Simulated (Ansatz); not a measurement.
`BC(B)C`. Total charge 0; spin multiplicity 1.

Z-matrix (Å, degrees):
```
C
B 1 1.549
C 1 1.523 2 117.9
B 1 1.549 2 106.4 3 135.1
H 1 1.113 2 98.9 3 -122.8
H 2 1.197 1 120.3 3 168.9
H 2 1.199 1 120.5 3 -11.2
H 3 1.093 1 112.0 2 -175.6
H 3 1.092 1 110.2 2 65.0
H 3 1.093 1 112.0 2 -54.4
H 4 1.199 1 120.5 2 -123.9
H 4 1.197 1 120.3 2 56.0
```

Give the diagnostics of a CCSD(T)/def2-TZVPP run (frozen core, Ansatz). (Best estimate.)

Computed: T1 = 0.0113, largest single amplitude 0.024, largest double 0.017, (T) share of the correlation energy 3.5 %, 9 CCSD cycles. The RHF solution is stable towards an unrestricted one. T1 lies under the customary mark of 0.02 for closed shells.
